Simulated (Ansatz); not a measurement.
Geometry optimisation, Ansatz 0.2.0, RKS B3LYP-D4/def2-SVP.

input.yaml

```yaml
crystal:
  periodic: [false, false, false]
  atoms:
    - { symbol: "N", position_ang: [-0.72818, 0.66924, 0.62557] }
    - { symbol: C, position_ang: [0.25028, -0.1562, 0.24443] }
    - { symbol: O, position_ang: [0.50083, -0.53845, -0.85724] }
    - { symbol: Se, position_ang: [1.3512, -0.74142, 1.77216] }
    - { symbol: H, position_ang: [-1.36163, 1.07762, -0.04222] }
    - { symbol: H, position_ang: [-0.80929, 0.92612, 1.59697] }
    - { symbol: H, position_ang: [2.21278, -1.53741, 0.9462] }
basis:
  gaussian: { orbitals: def2-SVP }
hamiltonian:
  xc: b3lyp
  dispersion: d4
relax:
  f_tol: 0.015
  max_steps: 40
```

Command:

```bash
$ ansatz run input.yaml --threads 1 --pin off --max-ram 2048MiB --backend cpu --events-out ev --progress --plain --runs-dir out
```

Problem. Where does it end, and by what steps?

Solution. It converged. After 5 steps the energy has fallen by 0.059 eV; H6 moved furthest, 0.06 Å.

```
step  energy less start (eV)  largest force component (eV/Å)  accepted
   0                  0.0000                           1.074       yes
   1                 -0.0470                           0.285       yes
   2                 -0.0549                           0.185       yes
   3                 -0.0574                           0.091       yes
   4                 -0.0595                           0.051       yes
   5                 -0.0595                           0.013       yes
```

```xyz
7
Properties=species:S:1:pos:R:3
N -0.723 0.682 0.643
C 0.269 -0.160 0.257
O 0.480 -0.522 -0.869
Se 1.371 -0.750 1.803
H -1.345 1.044 -0.071
H -0.858 0.962 1.605
H 2.222 -1.559 0.917
```

Whether the end is a true minimum wasn't checked by a vibrational analysis.

Time of the run: 27 s on 1 thread of Arm Neoverse V2, with other jobs on the host, peak memory 0.18 GiB.
